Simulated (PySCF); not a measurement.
Nuclear quadrupole coupling in `[SiH3][SiH2]S[Si@@H](Cl)C1CC1`

Species: C3H11ClSSi3.
Geometry (GFN2-xTB, Å), atoms numbered from 1 in this order:
```xyz
19
C3H11ClSSi3 angstrom
Si     3.916    0.244    0.323
Si     2.597   -1.364   -0.693
S      0.790   -0.503   -1.556
Si    -0.576   -0.399    0.080
Cl     0.328    0.411    1.711
C     -2.006    0.667   -0.496
C     -3.411    0.133   -0.422
C     -2.982    1.213    0.509
H      3.729    1.583   -0.241
H      3.672    0.327    1.764
H      5.324   -0.124    0.142
H      3.139   -2.013   -1.883
H      2.099   -2.426    0.185
H     -0.976   -1.747    0.465
H     -1.798    1.306   -1.345
H     -3.562   -0.858   -0.023
H     -4.090    0.383   -1.223
H     -2.835    0.965    1.550
H     -3.367    2.210    0.356
```

Field gradients from the PBE0/pcSseg-1 density (PySCF, non-relativistic), principal values in atomic units, ordered |Vxx| ≤ |Vyy| ≤ |Vzz|:

| atom | Vxx | Vyy | Vzz |
| --- | --- | --- | --- |
| S3 | 0.2654 | 1.3793 | -1.6447 |
| Cl5 | -0.8853 | -1.1068 | 1.9921 |

**Question.** Find the asymmetry η = (Vxx − Vyy)/Vzz and the couplings χ = eQV/h (234.96 MHz × Q in barn × V in au), with Q(33S) = −0.0678 b, Q(35Cl) = −0.0817 b.

**Answer.** 
| atom | environment | nucleus | η | χzz (MHz) | χxx (MHz) | χyy (MHz) |
| --- | --- | --- | --- | --- | --- | --- |
| S3 | sulfur bonded to 2 Si | 33S | 0.68 | 26.20 | -4.23 | -21.97 |
| Cl5 | silicon-bound chlorine | 35Cl | 0.11 | -38.24 | 16.99 | 21.25 |

The tensor is traceless: Vxx + Vyy + Vzz = 0.

**Question.** What is Vzz at S3 in SI units (1 au = 9.71736 × 10²¹ V/m²)?

**Answer.** -1.6447 au = -15.982 × 10²¹ V/m².

**Question.** And the gradient at the other heavy atoms, for which no coupling is worked out here?

**Answer.** 
```json
{"atom": "Si1", "environment": "SiH3 silicon", "Vzz (au)": "0.134", "η": "0.29"}
{"atom": "Si2", "environment": "SiH2 silicon", "Vzz (au)": "0.692", "η": "0.07"}
{"atom": "Si4", "environment": "chlorine-bound silicon", "Vzz (au)": "-0.624", "η": "0.91"}
{"atom": "C6", "environment": "sp3 carbon bound to silicon", "Vzz (au)": "0.182", "η": "0.08"}
{"atom": "C7", "environment": "three-membered-ring carbon", "Vzz (au)": "0.181", "η": "0.15"}
{"atom": "C8", "environment": "three-membered-ring carbon", "Vzz (au)": "0.183", "η": "0.14"}
```

**Question.** What couplings would deuterons (Q(2H) = 0.00286 b) have in place of the hydrogens, at this geometry?

**Answer.** 
```
atom  bonded to  bond length (Å)  Vzz (au)     η  χzz (kHz)
  H9        Si1            1.464    0.1634  0.01        110
 H10        Si1            1.464    0.1635  0.01        110
 H11        Si1            1.466    0.1622  0.01        109
 H12        Si2            1.460    0.1655  0.02        111
 H13        Si2            1.465    0.1617  0.04        109
 H14        Si4            1.458    0.1636  0.01        110
 H15         C6            1.084    0.3241  0.08        218
 H16         C7            1.080    0.3296  0.08        222
 H17         C7            1.080    0.3308  0.07        222
 H18         C8            1.080    0.3284  0.08        221
 H19         C8            1.080    0.3304  0.07        222
```

One conformer (not necessarily the lowest) at the GFN2-xTB geometry, without solvent, vibrations or thermal averaging. GFN2-xTB frequencies show an imaginary mode (23i cm⁻¹), so this geometry is no minimum at that level. GFN2-xTB bond lengths can be off by several hundredths of an ångström, more for odd bonds, and the gradients follow them. With so small a basis the couplings can be 20 % off.
